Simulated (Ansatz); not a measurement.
Consider the ligand exchange at the Si–F bond: `F[SiH2]SS` + HCl → `SS[SiH2]Cl` + H–F.

Program: Ansatz. Geometries: PBE0-D4/def2-TZVP. ΔE: electronic, gas phase. CCSD(T)/CBS adds triple-zeta CCSD(T) − MP2 to the extrapolated MP2 energy (def2 sets, frozen cores). This one scheme is used for every species. DFT in def2-TZVPP. HSE06 is defined as in plane-wave codes. Each species was taken in one conformer, which may not be the lowest.

(1) Is it downhill or uphill in electronic energy at CCSD(T)/CBS, and by how much? (Estimate.)

(2) What do these levels give: BLYP-D4, r2SCAN-D4, PBE0-D4, ωB97M-V, PBE-QIDH, r2SCANh, r2SCAN0, HSE06, MP2/def2-SVP, CCSD/def2-SVP, CCSD/def2-TZVPP, MP2/def2-QZVPP? (Estimate.)

Largest T1 diagnostic among the species: 0.012.

## Answers

(1) Computed: Uphill: ΔE = +8.1 kcal/mol.

(2) Ansatz gave: BLYP-D4 8.6, r2SCAN-D4 9.0, PBE0-D4 6.9, ωB97M-V 9.1, PBE-QIDH 7.9, r2SCANh 9.1, r2SCAN0 8.8, HSE06 7.8, MP2/def2-SVP 7.7, CCSD/def2-SVP 8.4, CCSD/def2-TZVPP 9.7, MP2/def2-QZVPP 7.5 kcal/mol.

The D4 term adds −1.8 kcal/mol with B3LYP and −1.0 kcal/mol with PBE0; it sums over pairs of atoms, weighted by their polarisabilities, and B3LYP, whose exchange is more repulsive, gets the larger term. In def2-TZVPP, CCSD(T) changes the Hartree–Fock value by −1.8 kcal/mol (the triples alone add −0.4 kcal/mol) and MP2 by −3.1 kcal/mol.

B3LYP here is the variant with VWN-RPA as its local correlation; programs differ in this.
